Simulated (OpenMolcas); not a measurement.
## Cu2+ in MgO

Cu2+ with its 6 nearest oxide ions at 2.108 Å, on the Mg site of MgO (a = 4.2112 Å, distance in the model lattice 2.106 Å). The rest of the host is ab initio model potentials to 7.6 Å, with orthogonalisation functions on the cations behind the ligands, and point charges beyond; the distance is set by hand and nothing relaxes. Ligand basis ANO-RCC-VDZP.

* Program: OpenMolcas
* Method: CASSCF
* Basis: ANO-RCC-VTZP [6s5p3d2f1g]
* Scalar Hamiltonian: DKH2, point nucleus
* Active space: 9 electrons in 5 orbitals (3d)
* State averaging: 2S+1 = 2 even, 5 roots
* Spin-orbit coupling: state interaction with AMFI integrals over the reference wave functions

The lowest spin-free states (labels of O, the rotations of Oh), above the lowest:

```csv
State,Degeneracy,E (cm-1),Free-ion L (%)
2E,2,0.0,D (100)
2T2,3,6910,D (100)
```

The lowest levels with spin-orbit coupling:

```json
{"E (cm-1)": "0.0", "Degeneracy": "4", "Label": "Γ8", "2S+1": "2", "g": ""}
{"E (cm-1)": "6242", "Degeneracy": "2", "Label": "Γ7", "2S+1": "2", "g": "1.98 1.98 1.98"}
{"E (cm-1)": "7571", "Degeneracy": "4", "Label": "Γ8", "2S+1": "2", "g": ""}
```

Powder χT (cm3 K/mol): 0.539 at 2 K, 0.54 at 10 K, 0.545 at 50 K, 0.551 at 100 K, 0.564 at 200 K, 0.576 at 300 K. The effective moment at 300 K is 2.828 √(χT) = 2.15 μB.

The lowest level has 2S+1 = 2, for which the spin-only value is χT = S(S+1) / 2 = 0.375 cm3 K/mol (g = 2). The computed 0.576 at 300 K differs by +0.201, through orbital momentum, spin-orbit coupling and any other state in reach.

Metal share of the active 3d orbitals (Löwdin): 94, 94, 98, 98, 98 %; Mulliken charge of the metal 1.37.

The gap between the two states is 10Dq = 6910 cm-1.

An orbital doublet at a regular site is open to a Jahn-Teller distortion, which this geometry leaves out. Ligand-to-metal charge-transfer states are missing. With metal d orbitals alone and no dynamic correlation 10Dq can be off by a tenth to a fifth, either way, in oxide and fluoride hosts. No measured value stands beside these numbers; the geometry was set by hand and not optimised.

The RASSCF and RASSI steps took 10 s on 1 thread of Intel(R) Xeon(R) Platinum 8488C (Sapphire Rapids) (shared host); the integral step is not counted.
